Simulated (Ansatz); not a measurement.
`COB[SiH3]` + `BC` → `CBBOC` + SiH₄ at 600 K and 1 bar (formal exchange of groups at a B–Si bond).

Isolated molecules relaxed with PBE0-D4/def2-TZVP in Ansatz; ΔE leaves out vibrations. CCSD(T)/CBS is the MP2 limit (def2-TZVPP, def2-QZVPP) plus CCSD(T) − MP2 in def2-TZVPP, frozen cores. This one scheme is used for every species. One conformer a species, not always the lowest.

| species | CCSD(T)/CBS energy (Eh) | H − E (kJ/mol) | S (J/(mol·K)) |
| --- | --- | --- | --- |
| `COB[SiH3]` | -431.31805 | 268.8 | 421.8 |
| `BC` | -65.83255 | 180.5 | 296.9 |
| `CBBOC` | -205.68526 | 338.6 | 456.1 |
| SiH₄ | -291.46306 | 108.7 | 242.3 |

H − E and S are ideal-gas, rigid-rotor, harmonic terms from PBE0-D4/def2-TZVP, for one conformer and one mirror image of each species. 1 Eh = 2625.50 kJ/mol, R = 8.31446 J/(mol·K).

Task: By hand: ΔE, ΔH, ΔS and ΔG.

Result: ΔE = (-205.68526) + (-291.46306) − (-431.31805) − (-65.83255) = 0.00228 Eh = 6.0 kJ/mol. Δ(H − E) = 338.6 + 108.7 − 268.8 − 180.5 = -2.0, so ΔH = 4.0 kJ/mol. ΔS = 456.1 + 242.3 − 421.8 − 296.9 = -20.3 J/(mol·K). ΔG = 4.0 − 600 × (-20.3)/1000 = 16.2 kJ/mol.

Task: By hand: the equilibrium constant, and the temperature at which ΔG would vanish if ΔH and ΔS stayed fixed.

Result: log₁₀ K = −ΔG/(RT ln 10) = -1.4. ΔH and −TΔS have one sign here, so there is no such temperature.

TΔS isn't small against ΔH here. A doubt of 5 kJ/mol in ΔE shifts log₁₀ K by 0.4 here. Other conformers and mirror images would add mixing entropy, several J/(mol·K) or more a flexible species. These are equilibria of isolated gas molecules and say nothing of rates. Largest T1 diagnostic: 0.014 (customary marks: 0.02 for closed shells, 0.045 for open ones).
